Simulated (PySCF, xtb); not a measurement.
SbF2, SMILES [F][Sb][F], multiplicity 2.

Harmonic wavenumbers (cm⁻¹) from xtb 6.7.1 with GFN2-xTB at its own minimum, in rising order: 134, 395, 415.

Task: What does B3LYP-D3(BJ)/def2-TZVP in PySCF give at its own minimum? (Estimate from the structure and the level; the computed values follow.)

Result: 199, 602, 621. Paired by order, the mean absolute difference is 159 cm⁻¹ and the zero-point energies are 1.4 and 2.0 kcal/mol.
